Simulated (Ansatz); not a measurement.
`[NH]=[Mo](=[NH])([F])[Cl]` + NH₃ → `[NH]=[Mo](=[NH])([NH2])[Cl]` + H–F  (ligand exchange at a Mo–F bond)

Computed with Ansatz on PBE0-D4/def2-TZVP structures; ΔE is electronic, products minus reactants. CCSD(T)/CBS adds triple-zeta CCSD(T) − MP2 to the extrapolated MP2 energy (def2 sets, frozen cores). This one scheme is used for every species. Functionals use def2-TZVPP. HSE06 is defined as in plane-wave codes. def2 core potentials past Kr. For Mo outer-core shells are correlated without core-valence functions, which leaves a few kJ/mol of doubt a bond. One conformer a species, not always the lowest.

Problem. Is it downhill or uphill in electronic energy at CCSD(T)/CBS, and by how much? (Estimate.)

Solution. Ansatz gave: Uphill: ΔE = +39.7 kJ/mol.

Problem. What do these levels give: LDA (SPW92), BHLYP-D4, CAM-B3LYP-D4, ωB97X-V, BLYP, PBE0, r2SCANh, HSE06, RPA@PBE/def2-TZVPP, SCS-MP2/def2-TZVPP, CCSD(T)/def2-TZVPP, SCS-MP2/def2-QZVPP? (An estimate is asked.)

Solution. Computed: LDA (SPW92) 44.4, BHLYP-D4 48.8, CAM-B3LYP-D4 54.0, ωB97X-V 55.6, BLYP 63.8, PBE0 50.8, r2SCANh 55.8, HSE06 50.4, RPA@PBE/def2-TZVPP 43.8, SCS-MP2/def2-TZVPP 42.1, CCSD(T)/def2-TZVPP 40.2, SCS-MP2/def2-QZVPP 42.0 kJ/mol.

Largest T1 diagnostic among the species: 0.021, so the coupled-cluster value is less sure than usual.

In def2-TZVPP, CCSD(T) changes the Hartree–Fock value by −18.2 kJ/mol (the triples alone add −2.5 kJ/mol) and MP2 by −24.1 kJ/mol. From r2SCAN to r2SCAN0 (25 % exact exchange), in def2-TZVPP and without D4, ΔE moves by −6.8 kJ/mol.
